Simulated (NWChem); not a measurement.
## Correlation energy of sulfur tetrafluoride (F₄S)

```xyz
5

F      0.0000     1.2424     0.6398
S      0.0000     0.0000    -0.3894
F      1.6855     0.0000    -0.2936
F     -1.6855     0.0000    -0.2936
F      0.0000    -1.2424     0.6398
```
Charge 0, spin multiplicity 1.

Program: NWChem. Structure: optimised with PBE/def2-SVP, a minimum by its harmonic frequencies.

Basis set: 6-31G*. Each correlation energy counts from its own Hartree-Fock reference.

```csv
method,correlation energy (mHa),difference from CCSD(T)
MP2,-852.6,+26.5
SCS-MP2,-814.8,+64.3
CR-CCSD[T],-876.0,+3.2
CR-CCSD(T),-873.3,+5.9
CCSD,-857.2,+21.9
CCSD+T(CCSD),-882.8,-3.7
CCSD(T),-879.1,0.0
```

The values span 68.0 mHa, from CCSD+T(CCSD) (lowest) to SCS-MP2 (highest). 

The correlated methods keep 9 core orbitals frozen. The Pople sets run with spherical d functions. Differences from the coupled-cluster row are differences between methods, not errors against experiment.
